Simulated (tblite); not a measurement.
Species: C7H15P.
Numbering: `[CH3:1]/[CH:2]=[CH:3]\[PH:4][C@@H:5]([CH3:6])[CH2:7][CH3:8]` (hydrogens: H9, H10, H11 on C1; H12 on C2; H13 on C3; H14 on P4; H15 on C5; H16, H17, H18 on C6; H19, H20 on C7; H21, H22, H23 on C8)

Computed with GFN2-xTB (tblite), gas phase: L-BFGS steps from a force-field or distance-geometry start until the largest atomic force falls under 0.01 eV/Å.

Step 111: E = -683.6027 eV
```
atom  x, y, z in Å  |  force x, y, z in eV/Å
C1      3.5766    0.2493   -0.0294    0.018   0.000  -0.046
C2      2.7594   -0.5878   -0.9533    0.000   0.000  -0.047
C3      1.4334   -0.5410   -0.9926   -0.012  -0.039   0.019
P4      0.4634    0.6250    0.0032   -0.043   0.030   0.018
C5     -1.1683   -0.2942   -0.0102   -0.005   0.004  -0.012
C6     -1.0813   -1.6741    0.6371    0.010   0.015  -0.015
C7     -2.2403    0.5769    0.6497   -0.018  -0.012  -0.001
C8     -2.5603    1.8122   -0.1809    0.009   0.003  -0.019
H9      4.5633    0.4353   -0.4452    0.025   0.022  -0.001
H10     3.7022   -0.2570    0.9281    0.009  -0.005   0.033
H11     3.0738    1.2008    0.1502    0.007  -0.019   0.027
H12     3.2979   -1.2671   -1.6019    0.017  -0.028   0.016
H13     0.8755   -1.1442   -1.7006    0.019   0.030   0.011
H14     0.8779    0.1524    1.2599   -0.016  -0.029  -0.031
H15    -1.4282   -0.4188   -1.0705   -0.012   0.004  -0.017
H16    -2.0295   -2.1981    0.5189    0.010  -0.017   0.001
H17    -0.8704   -1.5962    1.7039    0.023   0.046  -0.050
H18    -0.2981   -2.2714    0.1705   -0.024   0.016   0.056
H19    -3.1506   -0.0135    0.7839   -0.007  -0.018   0.010
H20    -1.8925    0.8800    1.6413   -0.019   0.005   0.008
H21    -3.3049    2.4319    0.3164    0.052  -0.021  -0.015
H22    -1.6579    2.4020   -0.3385   -0.015   0.017   0.037
H23    -2.9457    1.5244   -1.1573   -0.028  -0.006   0.017
```

Step 112: E = -683.6037 eV
```
atom  x, y, z in Å  |  force x, y, z in eV/Å
C1      3.5782    0.2458   -0.0288    0.019  -0.014  -0.042
C2      2.7580   -0.5863   -0.9555   -0.005   0.008  -0.030
C3      1.4320   -0.5364   -0.9944    0.001  -0.009   0.018
P4      0.4605    0.6279    0.0025   -0.026   0.014   0.017
C5     -1.1699   -0.2949   -0.0104   -0.004   0.014  -0.016
C6     -1.0800   -1.6729    0.6412    0.006   0.029  -0.028
C7     -2.2424    0.5767    0.6490    0.007  -0.031   0.013
C8     -2.5606    1.8121   -0.1821    0.028  -0.020   0.005
H9      4.5634    0.4346   -0.4473    0.018   0.023   0.000
H10     3.7082   -0.2662    0.9252    0.010  -0.013   0.027
H11     3.0765    1.1956    0.1611    0.002  -0.015   0.013
H12     3.2948   -1.2665   -1.6052    0.012  -0.017   0.019
H13     0.8729   -1.1320   -1.7065    0.009   0.002  -0.004
H14     0.8798    0.1523    1.2564   -0.025  -0.022  -0.024
H15    -1.4309   -0.4195   -1.0706   -0.003  -0.009  -0.012
H16    -2.0236   -2.2035    0.5170    0.001  -0.011   0.013
H17    -0.8766   -1.5871    1.7086    0.017   0.033  -0.040
H18    -0.2907   -2.2690    0.1839   -0.011   0.023   0.045
H19    -3.1542   -0.0124    0.7793    0.001  -0.020   0.022
H20    -1.8927    0.8756    1.6418   -0.044   0.014  -0.009
H21    -3.3067    2.4301    0.3132    0.031  -0.009  -0.014
H22    -1.6593    2.4033   -0.3374   -0.002   0.021   0.033
H23    -2.9414    1.5195   -1.1582   -0.044   0.009  -0.007
```

**Question.** Estimate the geometry and energy of step 113. (The exact step hangs on the optimiser's Hessian estimate; all steps are aligned on step 112, rigid shifts and turns removed.)

**Answer.** E = -683.6045 eV, largest force 0.056 eV/Å
```
atom  x, y, z in Å  |  force x, y, z in eV/Å
C1      3.5791    0.2423   -0.0285    0.021  -0.029  -0.022
C2      2.7560   -0.5854   -0.9570    0.028  -0.002  -0.023
C3      1.4304   -0.5327   -0.9962   -0.020   0.022   0.014
P4      0.4580    0.6309    0.0026    0.003  -0.014   0.009
C5     -1.1703   -0.2953   -0.0113   -0.008   0.017  -0.017
C6     -1.0788   -1.6713    0.6441    0.016   0.029  -0.029
C7     -2.2436    0.5757    0.6479    0.013  -0.033   0.016
C8     -2.5604    1.8114   -0.1830    0.029  -0.027   0.014
H9      4.5628    0.4344   -0.4497    0.009   0.021   0.003
H10     3.7135   -0.2727    0.9239    0.011  -0.022   0.006
H11     3.0774    1.1896    0.1700   -0.005   0.007   0.003
H12     3.2921   -1.2664   -1.6072    0.002  -0.006   0.024
H13     0.8700   -1.1217   -1.7127    0.010  -0.012  -0.003
H14     0.8809    0.1506    1.2533   -0.031  -0.014  -0.017
H15    -1.4313   -0.4197   -1.0715    0.001  -0.017  -0.009
H16    -2.0189   -2.2073    0.5166   -0.001  -0.004   0.017
H17    -0.8811   -1.5780    1.7118    0.010   0.021  -0.031
H18    -0.2838   -2.2672    0.1960   -0.011   0.033   0.032
H19    -3.1556   -0.0134    0.7758    0.003  -0.018   0.028
H20    -1.8937    0.8730    1.6413   -0.053   0.014  -0.012
H21    -3.3081    2.4281    0.3102    0.013   0.000  -0.004
H22    -1.6603    2.4049   -0.3347    0.004   0.015   0.023
H23    -2.9389    1.5169   -1.1591   -0.041   0.019  -0.021
```

The energy changes by -0.0008 eV. The first-order estimate −F·Δx gives -0.0011 eV and the mean of the old and new forces, exact on a quadratic surface, -0.0008 eV. The step makes an angle of 77° with the force vector and moves no atom by more than 0.014 Å.

What follows is the cost of the whole relaxation. Time: 1.4 s of wall time. Hardware: one thread, Arm Neoverse V1 (aarch64), on a shared host.
